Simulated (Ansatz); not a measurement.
`C=C=N[SiH](F)F` + `BN` → `BN[SiH](F)F` + `C=C=N` at 700 K and 1 bar (ligand exchange at the Si–N bond).

Isolated molecules relaxed with PBE0-D4/def2-TZVP in Ansatz; ΔE leaves out vibrations. CCSD(T)/CBS adds triple-zeta CCSD(T) − MP2 to the extrapolated MP2 energy (def2 sets, frozen cores). This one scheme is used for every species. One conformer a species, not always the lowest.

| species | CCSD(T)/CBS energy (Eh) | H − E (kJ/mol) | S (J/(mol·K)) |
| --- | --- | --- | --- |
| `C=C=N[SiH](F)F` | -621.39174 | 207.0 | 466.9 |
| `BN` | -81.93499 | 163.7 | 282.2 |
| `BN[SiH](F)F` | -570.77155 | 212.1 | 441.6 |
| `C=C=N` | -132.55079 | 156.4 | 309.8 |

H − E and S are ideal-gas, rigid-rotor, harmonic terms from PBE0-D4/def2-TZVP, for one conformer and one mirror image of each species. 1 Eh = 2625.50 kJ/mol, R = 8.31446 J/(mol·K).

Task: By hand: ΔE, ΔH, ΔS and ΔG.

Result: ΔE = (-570.77155) + (-132.55079) − (-621.39174) − (-81.93499) = 0.00439 Eh = 11.5 kJ/mol. Δ(H − E) = 212.1 + 156.4 − 207.0 − 163.7 = -2.2, so ΔH = 9.3 kJ/mol. ΔS = 441.6 + 309.8 − 466.9 − 282.2 = 2.3 J/(mol·K). ΔG = 9.3 − 700 × (2.3)/1000 = 7.7 kJ/mol.

Task: By hand: the equilibrium constant, and the temperature at which ΔG would vanish if ΔH and ΔS stayed fixed.

Result: log₁₀ K = −ΔG/(RT ln 10) = -0.6. ΔG = 0 at ΔH/ΔS = 4043 K, far beyond where these terms or the molecules hold.

The number of gas molecules stays the same, so ΔS is small and ΔH decides. A doubt of 5 kJ/mol in ΔE shifts log₁₀ K by 0.4 here. Other conformers and mirror images would add mixing entropy, several J/(mol·K) or more a flexible species. Modes under 60 cm⁻¹, often nearly free rotors, make the harmonic entropy too high. These are equilibria of isolated gas molecules and say nothing of rates. Largest T1 diagnostic: 0.015 (customary marks: 0.02 for closed shells, 0.045 for open ones).
